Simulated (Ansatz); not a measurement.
Two isomers of ClH5OSSi2: A = `O[Si]([SiH3])(S)Cl`, B = `O[SiH2][SiH](S)Cl`.

Calculated with Ansatz (gas phase, PBE0-D4/def2-TZVP geometries, no zero-point term in ΔE). CBS: MP2 limit from def2 TZ/QZ plus the TZ coupled-cluster correction, frozen cores. Functionals use def2-TZVPP. B3LYP here is the variant with VWN-RPA as its local correlation; programs differ in this. Each species was taken in one conformer, which may not be the lowest.

Which is lower in electronic energy at CCSD(T)/CBS, and by how much? (An estimate is asked.)

Ansatz gave: A, by 23.2 kJ/mol.

Give E(B) − E(A) in kJ/mol with B2PLYP, ωB97M-V, r2SCAN-D4, B3LYP-D4, PBE0-D4, CCSD/def2-TZVPP, B3LYP. (An estimate is asked.)

Ansatz gave: B2PLYP 22.8, ωB97M-V 24.1, r2SCAN-D4 24.3, B3LYP-D4 23.0, PBE0-D4 23.5, CCSD/def2-TZVPP 23.7, B3LYP 21.9. None reverses the order clearly.

Largest T1 diagnostic: 0.012.
